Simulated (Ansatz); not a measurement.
Gas-phase electronic energies from Ansatz, PBE0-D4/def2-TZVP geometries. CBS: MP2 limit from def2 TZ/QZ plus the TZ coupled-cluster correction, frozen cores. DFT in def2-TZVPP. For Mg outer-core shells are correlated without core-valence functions, which leaves a few kJ/mol of doubt a bond. One conformer a species, not always the lowest.

Reaction (cleavage of the Si–Si bond): `N[Si](F)([SiH3])Cl` + `C[S][Mg][OH]` → `C[S][Mg][O][SiH3]` + `N[SiH](F)Cl`

`N[Si](F)([SiH3])Cl`:

Z-matrix (Å, degrees):
```
Si
F 1 1.595
Si 1 2.334 2 112.4
N 1 1.695 2 106.2 3 -122.3
Cl 1 2.065 2 104.3 3 116.5
H 3 1.486 1 110.6 2 -53.7
H 3 1.488 1 108.2 2 -173.0
H 3 1.484 1 109.8 2 67.8
H 4 1.009 1 120.6 2 -44.5
H 4 1.007 1 120.3 2 168.3
```

`C[S][Mg][OH]`:

```xyz
8

C    -0.531    1.223   -1.139
S    -0.620    1.229    0.687
Mg    0.326   -0.765    1.270
O     1.097   -2.293    1.676
H    -0.979    2.156   -1.481
H     0.498    1.189   -1.496
H    -1.096    0.397   -1.572
H     1.306   -3.136    2.054
```

`C[S][Mg][O][SiH3]`:

Cartesian coordinates in Å:
```
C 2.496 1.542 -1.279
S 1.328 2.355 -0.131
Mg -0.162 0.708 0.372
O -1.326 -0.593 0.761
Si -2.381 -1.759 1.117
H 3.015 0.708 -0.809
H 3.237 2.292 -1.555
H 2.003 1.202 -2.189
H -3.067 -2.265 -0.108
H -1.707 -2.921 1.767
H -3.436 -1.270 2.054
```

`N[SiH](F)Cl`:

Cartesian coordinates in Å:
```
N -0.737 0.239 -0.742
Si 0.324 -0.163 0.504
F 1.124 1.073 1.116
Cl 1.739 -1.419 -0.256
H -0.426 0.370 -1.690
H -1.624 0.678 -0.560
H -0.400 -0.779 1.627
```

CCSD(T)/CBS gives -132.8 kJ/mol.

**Question.** Another level gave -111.9 kJ/mol. Which?
A. BHLYP/def2-TZVPP
B. r2SCANh/def2-TZVPP
C. CCSD(T)/def2-TZVPP
D. PBE0-D4/def2-TZVPP

**Answer.** D. PBE0-D4 -111.9, r2SCANh -126.4, CCSD(T)/def2-TZVPP -133.8, BHLYP -143.5 kJ/mol.

Largest T1 diagnostic among the species: 0.011.

Leaving LDA and LC-ωPBE aside and taking each functional with its dispersion term where it has one, the values, not all of them listed here, spread over 35.1 kJ/mol, from BHLYP-D4 to PBE-D4. From BLYP to BHLYP (50 % exact exchange), in def2-TZVPP and without D4, ΔE moves by −19.0 kJ/mol.
